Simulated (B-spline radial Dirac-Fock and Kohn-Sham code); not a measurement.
# Photoionisation of iron ions at Cu Kα (8047.8 eV)

Method: independent-particle photoionisation in a Dirac-Hartree-Slater potential with a Latter tail, all multipoles, thresholds from Dirac-Fock ΔSCF. Computed with a B-spline atomic structure program. Cross sections in kb; a dash marks an empty subshell or a threshold above the photon energy.

| ion | configuration | total | 2p3/2 | 3p3/2 | 3d3/2 | 3d5/2 | 4s |
| --- | --- | --- | --- | --- | --- | --- | --- |
| Fe | [Ar] 3d6 4s2 | 28.19 | 0.780 | 0.0995 | 0.00107 | 0.00153 | 0.0184 |
| Fe³⁺ | [Ar] 3d5 | 28.20 | 0.780 | 0.103 | 0.00103 | 0.00149 | – |
| Fe¹⁴⁺ | [Ne] 3s2 | 28.36 | 0.806 | – | – | – | – |
| Fe¹⁶⁺ | [He] 2s2 2p6 | 28.08 | 0.823 | – | – | – | – |
| Fe¹⁷⁺ | [He] 2s2 2p5 | 27.97 | 0.715 | – | – | – | – |
| Fe¹⁸⁺ | [He] 2s2 2p4 | 27.82 | 0.595 | – | – | – | – |
| Fe²²⁺ | [He] 2s2 | 2.196 | – | – | – | – | – |
